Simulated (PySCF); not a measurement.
A GIAO shielding run with PySCF 2.14.0 with density-fitted response routines (density fitting, non-relativistic, gas phase) on `F/C=C(\[C@@H](C(=O)O)[SiH3])F`, C4H6F2O2Si:

```
$ OMP_NUM_THREADS=1 python probes_run.py task.json out

{"job": {"kind": "nmr", "xc": "PBE0", "basis": "pcSseg-1"}, "charge": 0, "multiplicity": 1}
O     -2.322748     0.401263     1.203887
C     -1.244926     0.637048     0.725782
O     -0.969542     1.787840     0.097267
C     -0.107862    -0.333231     0.695989
Si    -0.550293    -1.563300    -0.735243
C      1.213334     0.318107     0.549778
F      1.841124     0.588631     1.717612
C      1.845906     0.668905    -0.559699
F      1.312063     0.412993    -1.765481
H     -1.747800     2.366767     0.101001
H     -0.124054    -0.889196     1.635820
H      0.682623    -2.293509    -1.018631
H     -1.051904    -0.825604    -1.886948
H     -1.579989    -2.438028    -0.179994
H      2.799654     1.169303    -0.603051
```

Hardware: 1 thread of an Arm Neoverse N1, shared host. The job also computes population analyses, field gradients.

Q: How large is the calculation?

A: 78 electrons, 190 basis functions and 1009 auxiliary functions.

Q: How long does it take, and how much memory does it need?

A: 52 s of wall time, with 14 SCF cycles and 5 response iterations; peak memory 0.9 GiB. Times on a shared host scatter by some tens of per cent.
